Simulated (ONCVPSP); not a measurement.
## Which change was made? (Sn, ONCV)

tin, optimised norm-conserving Vanderbilt (ONCV), made with ONCVPSP 4.0.1 (LDA (Perdew-Wang 92), scalar-relativistic). Core [Ar] 3d10, reference 4s2 4p6 4d10 5s2 5p1 (charge +1). Waves: 4s+5s: rc 1.55 bohr, ncon 4, nbas 7, qcut 8.4 1/bohr, 2 projectors; 4p+5p: rc 1.75 bohr, ncon 5, nbas 9, qcut 9 1/bohr, 2 projectors; 4d: rc 1.55 bohr, ncon 4, nbas 9, qcut 9.4 1/bohr, local. Local part: the d channel. Core correction: none.

Cutoffs, loose and tight: the cutoffs (Ha) at which the residual kinetic energy of the hardest occupied pseudo-wave falls to 1 and 0.1 mHa per electron. They do not see the model core or the augmentation charge, which bear on the density cutoff. Test errors are all-electron minus pseudo excitation energies from the reference, over the configurations 4s2 4p6 4d10 5s2 5p2; 4s2 4p6 4d10 5s2 5p0; 4s2 4p6 4d10 5s1 5p0; 4s2 4p6 4d10 5s0 5p0; variants that change the core or the reference have their own tests.

The base gives: outcome: generated; cutoff, loose: 35 Ha; cutoff, tight: 39 Ha; bound ghosts: p; GHOST(+) flags above zero: s; largest test error (meV): -36.

Problem. After one change the result is: outcome: generated; cutoff, loose: 35 Ha; cutoff, tight: 76 Ha; bound ghosts: none; GHOST(+) flags above zero: s; largest test error (meV): -34. Which change was it?
A. p: qcut 6.1
B. p: qcut 5.6
C. p: qcut 12.7

Solution. A. The others give: p: qcut 12.7 → outcome: generated; cutoff, loose: 35 Ha; cutoff, tight: 43 Ha; bound ghosts: none; GHOST(+) flags above zero: s, p; largest test error (meV): -26 | p: qcut 5.6 → outcome: generated; cutoff, loose: 64 Ha; cutoff, tight: 83 Ha; bound ghosts: none; GHOST(+) flags above zero: s; largest test error (meV): -34.
